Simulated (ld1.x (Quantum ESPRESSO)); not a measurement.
**What one change does to a pseudopotential (O, TM)**

```json
{"Element": "O", "Generator": "ld1.x (Quantum ESPRESSO) 7.5", "Type": "norm-conserving Troullier–Martins (Kleinman–Bylander form)", "Functional": "PBE", "Relativity": "scalar-relativistic", "Frozen core": "[He]", "Valence charge": "6", "Reference configuration": "2s2 2p2 (charge +2)", "Partial waves": "2s (bound): rc 0.75 bohr; 2p (bound): rc 1.10 bohr; 3d channel at 0.25 Ry: rc 0.95 bohr", "Local potential": "all-electron potential smoothed inside 0.55 bohr (lloc = -1)", "Core correction": "none"}
```

Change: wave 2s (bound): rc 0.75 bohr becomes 2s (bound): rc 1.12 bohr.

Cutoffs: the cutoffs (Ry, on a coarse ladder) from which the occupation-weighted sum of valence levels, in a spherical-Bessel basis at the reference potential, stays within 10 and 1 mRy of its value at 400 Ry; they do not see the model core or the augmentation charge, which bear on the density cutoff. Errors are all-electron minus pseudo energies relative to the spin-unpolarised reference configuration.

Problem. Predict the effect on cutoff, ghosts and configuration errors.

Solution. The potential gets softer (100 Ry and 200 Ry → 100 Ry and 140 Ry); of the 7 tests that both files solve, the error grows in 7 and shrinks in 0 by more than 15 % and 0.3 meV (median size 77.6 → 103.5 meV); neither file shows a bound ghost. A larger radius leaves more room for a smooth pseudo-wave, so fewer plane waves are needed. More of the atom is replaced by a form fitted at one configuration, so other configurations suffer.

```csv
quantity,base,changed
"cutoff, loose",100 Ry,100 Ry
"cutoff, tight",200 Ry,140 Ry
loose cutoff by channel (10 mRy a level),"s 70 Ry, p 80 Ry","s 45 Ry, p 80 Ry"
bound ghosts,none,none
"error for 2s2 2p4, meV [ΔE -50.02 eV]",+51,+81
"error for 2s2 2p3, meV [ΔE -33.59 eV]",+26,+38
"error for 2s2 2p1, meV [ΔE 53.87 eV]",+78,+103
"error for 2s1 2p4, meV [ΔE -18.36 eV]",+78,+145
"error for 2s2 2p0, meV [ΔE 130.77 eV]",+569,+683
"error for 2s0 2p6, meV [ΔE -20.08 eV]",+178,+340
"error for 2s2 2p4.3, meV [ΔE -52.14 eV]",+54,+88
```
